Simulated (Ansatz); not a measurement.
GeS (SMILES [S]=[Ge]), singlet, at a GFN2-xTB geometry. Base run: Ansatz (a first-principles code) with HF/STO-3G.

The Ansatz input:
Ansatz 0.2 input:
```yaml
crystal:
  periodic: [false, false, false]
  atoms:
    - {symbol: Ge, position_ang: [-0.00000000, -0.00000000, -0.67834772]}
    - {symbol: S, position_ang: [0.00000000, 0.00000000, 1.35669544]}
basis:
  gaussian:
    orbitals: STO-3G
hamiltonian:
  xc: hf
```

The base run was repeated with changes; each row names its change, and settings that it needs were set with it.

| change | ΔE vs base (µEh) |
|---|---|
| base | 0.0 |
| lower_state_search = light | 0.0 |
| fitting.mean_field = cc-pVTZ-JKFIT | ___ |
| point_charge = charge:-1.0 position_ang:3.4953, -1.8308, -0.4168 | -8152 |
| accuracy = high | -1.6 |
| point_charge = charge:1.0 position_ang:-3.3916, 1.7382, 1.6104 | -2382 |
| fitting.mean_field = def2-universal-JKFIT | ___ |
| lower_state_search = off | 0.0 |
| nuclear_model = gaussian | 6097 |
| lower_state_search = full | 0.0 |
| forces = on | 0.0 |

What belongs in the gaps?


- fitting.mean_field = cc-pVTZ-JKFIT, ΔE vs base (µEh): 5957
- fitting.mean_field = def2-universal-JKFIT, ΔE vs base (µEh): -694
